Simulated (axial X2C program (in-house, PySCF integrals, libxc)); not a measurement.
# Which molecule gave these maps?

PBE0 fields computed with an axial X2C code built on PySCF integrals, without spin–orbit coupling, near the equilibrium distance, one atom at z = 0.

The maps cover the half plane through the axis: z from -2.4 to 4.5 Å along the bond, ρ from 0.15 to 2.25 Å away from it (steps of 0.3 Å, the bottom row nearest the axis).

log10 of the density in e/bohr³:

digits 0 to 9 span -4.60 to 1.78 evenly
```
112222333322222222211000
122233333333333332221100
122333344333333333322110
222334444444444444332211
223334455544455554443221
223344566655555555543321
223345677765556665544321
223445789876567976554322
```

Electron localisation function (collinear form, no current term, damped to 0 at low density):

digits 0 to 9 span 0.00 to 1.00 evenly
```
013688887421111111000000
036788887521123332110000
246777765322345554421000
245543222112467776643100
233211122112678888765210
222101355422688788886410
221013543442671007987520
221026552543662772987530
```

Problem. Which molecule is it?
A. HfS
B. NaTe
C. SbO
D. BeRf

Solution. A. HfS, with Hf at z = 0 and S at z = 2.153 Å, state M_S = 0, Λ = 0 (closed shell), basis Hf dyall-cv3z [13s14p9d7f4g], S dyall-av3z [9s8p3d2f] (cores contracted in-house). The state is a single determinant with fixed occupations, the lowest that a limited PBE0 search found.
